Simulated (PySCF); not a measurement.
C₄H₁₁In, triplet, geometry from GFN2-xTB (such geometries of metal compounds can be far from the true shape) (a higher spin typed on purpose: for a closed-shell molecule this is an excited state) (all electrons, no relativity); PySCF with PBE0/3-21G.

The PySCF input:
```python
from pyscf import gto, scf, dft

mol = gto.M(
    atom='''
In    0.250181    0.373080    0.582218
C     1.323347    0.926863   -1.552244
H     2.089061    0.225909   -1.858882
H     1.736971    1.917109   -1.389137
H     0.499351    0.959682   -2.256087
C    -2.076239    0.889574    0.604701
H    -2.645887    0.044082    0.983008
H    -2.348772    1.093043   -0.428519
H    -2.269394    1.766881    1.216920
C     0.268939   -2.040507   -0.545519
C    -0.763179   -2.016036   -1.612128
H    -0.014231   -2.551369    0.368197
H     1.285092   -2.230657   -0.860774
H    -0.424445   -1.443784   -2.473114
H    -1.695807   -1.587840   -1.242239
H    -0.988025   -3.033340   -1.956896
''',
    basis='3-21g',
    charge=0,
    spin=2,
    verbose=4,
)

mf = dft.UKS(mol)
mf.xc = 'pbe0'
mf.damp = 0.5
mf.diis_start_cycle = 5
mf.kernel()
mf.analyze()
```

What the program printed (banner, timings and long lists left out):

```
PySCF version 2.14.0

[INPUT] verbose = 4
[INPUT] num. atoms = 16
[INPUT] num. electrons = 84
[INPUT] charge = 0
[INPUT] spin (= nelec alpha-beta = 2S) = 2
[INPUT] symmetry False subgroup None
[INPUT] Mole.unit = angstrom
[INPUT] Symbol           X                Y                Z      unit          X                Y                Z       unit  Magmom
[...]
nuclear repulsion = 432.873076363161
number of shells = 55
number of NR pGTOs = 174
number of NR cGTOs = 89
basis = 3-21g
ecp = {}

******** <class 'pyscf.dft.uks.UKS'> ********
method = UKS
initial guess = minao
damping factor = 0.5
level_shift factor = 0
DIIS = <class 'pyscf.scf.diis.CDIIS'>
diis_start_cycle = 5
diis_space = 8
diis_damp = 0
SCF conv_tol = 1e-09
SCF conv_tol_grad = None
SCF max_cycles = 50
direct_scf = True
direct_scf_tol = 1e-13
number electrons alpha = 43  beta = 41
XC library pyscf.dft.libxc version 7.1.2
    S. Lehtola, C. Steigemann, M. J. T. Oliveira, and M. A. L. Marques,  SoftwareX 7, 1–5 (2018)
XC functionals = pbe0
    C. Adamo and V. Barone,  J. Chem. Phys. 110, 6158 (1999)
    M. Ernzerhof and G. E. Scuseria,  J. Chem. Phys. 110, 5029 (1999)
radial grids:
    Treutler-Ahlrichs [JCP 102, 346 (1995); DOI:10.1063/1.469408] (M4) radial grids

becke partition: Becke, JCP 88, 2547 (1988); DOI:10.1063/1.454033
pruning grids: <function nwchem_prune>
grids dens level: 3
symmetrized grids: False
atomic radii adjust function: <function treutler_atomic_radii_adjust>
small_rho_cutoff = 0
Set gradient conv threshold to 3.16228e-05
tot grids = 186240
init E= -5862.75287599709

cycle= 1 E= -5874.65479346342  delta_E= -11.9  |g|= 0.314  |ddm|= 2.36

cycle= 2 E= -5874.71053333257  delta_E= -0.0557  |g|= 0.0823  |ddm|= 0.426
cycle= 3 E= -5874.71515514489  delta_E= -0.00462  |g|= 0.0334  |ddm|= 0.112
cycle= 4 E= -5874.71611659159  delta_E= -0.000961  |g|= 0.0171  |ddm|= 0.0549
cycle= 5 E= -5874.71647393911  delta_E= -0.000357  |g|= 0.0137  |ddm|= 0.0507
cycle= 6 E= -5874.71632015299  delta_E= 0.000154  |g|= 0.0219  |ddm|= 0.044
cycle= 7 E= -5874.71662946121  delta_E= -0.000309  |g|= 0.00186  |ddm|= 0.0258
cycle= 8 E= -5874.71663465085  delta_E= -5.19e-06  |g|= 0.00177  |ddm|= 0.00649
cycle= 9 E= -5874.71663715989  delta_E= -2.51e-06  |g|= 0.000189  |ddm|= 0.00328
cycle= 10 E= -5874.71663726275  delta_E= -1.03e-07  |g|= 7.8e-05  |ddm|= 0.000959
cycle= 11 E= -5874.71663727382  delta_E= -1.11e-08  |g|= 3.87e-05  |ddm|= 0.000268
[...]
converged SCF energy = -5874.71663727757  <S^2> = 2.0108796  2S+1 = 3.0072443
Total Energy =                       -5874.716637277570044
[...]
spin_pop of  10 C 2s       -0.00528
spin_pop of  10 C 3s        0.00006
spin_pop of  10 C 2px      -0.01038
spin_pop of  10 C 2py      -0.00642
spin_pop of  10 C 2pz      -0.00803
spin_pop of  10 C 3px       0.00019
spin_pop of  10 C 3py       0.00020
spin_pop of  10 C 3pz       0.00021
spin_pop of  11 H 1s       -0.01143
spin_pop of  11 H 2s        0.00045
spin_pop of  12 H 1s       -0.01955
spin_pop of  12 H 2s        0.00029
spin_pop of  13 H 1s        0.00809
spin_pop of  13 H 2s        0.00007
spin_pop of  14 H 1s        0.01512
spin_pop of  14 H 2s        0.00022
spin_pop of  15 H 1s        0.05143
spin_pop of  15 H 2s        0.00016
 ** Mulliken Spin Density (per atom)  **
spin density of  0 In =      0.76347
spin density of  1 C =      0.33012
spin density of  2 H =     -0.01004
spin density of  3 H =     -0.00138
spin density of  4 H =      0.00071
spin density of  5 C =      0.13667
spin density of  6 H =     -0.00293
spin density of  7 H =      0.00704
spin density of  8 H =     -0.00400
spin density of  9 C =      0.76495
spin density of  10 C =     -0.02946
spin density of  11 H =     -0.01099
spin density of  12 H =     -0.01926
spin density of  13 H =      0.00816
spin density of  14 H =      0.01535
spin density of  15 H =      0.05159
 ** Mulliken pop alpha/beta on meta-lowdin orthogonal AOs **
 ** Mulliken pop       alpha | beta **
In total            43.00000 | 41.00000
 ** Mulliken atomic charges   ( Nelec_alpha | Nelec_beta ) **
charge of  0In =      0.26446  (    24.74951     23.98603 )
charge of  1C =     -0.46688  (     3.39850      3.06838 )
charge of  2H =      0.10616  (     0.44190      0.45194 )
charge of  3H =      0.10997  (     0.44432      0.44570 )
charge of  4H =      0.10360  (     0.44855      0.44784 )
charge of  5C =     -0.51509  (     3.32588      3.18921 )
charge of  6H =      0.09919  (     0.44894      0.45187 )
charge of  7H =      0.09743  (     0.45480      0.44776 )
charge of  8H =      0.10509  (     0.44545      0.44945 )
charge of  9C =     -0.20086  (     3.48291      2.71796 )
charge of  10C =     -0.30443  (     3.13749      3.16694 )
charge of  11H =      0.12111  (     0.43395      0.44494 )
charge of  12H =      0.12227  (     0.42923      0.44849 )
charge of  13H =      0.11797  (     0.44509      0.43693 )
charge of  14H =      0.11920  (     0.44807      0.43273 )
charge of  15H =      0.12080  (     0.46540      0.41381 )
Dipole moment(X, Y, Z, Debye): -0.06287, -1.82479, -1.18405
```
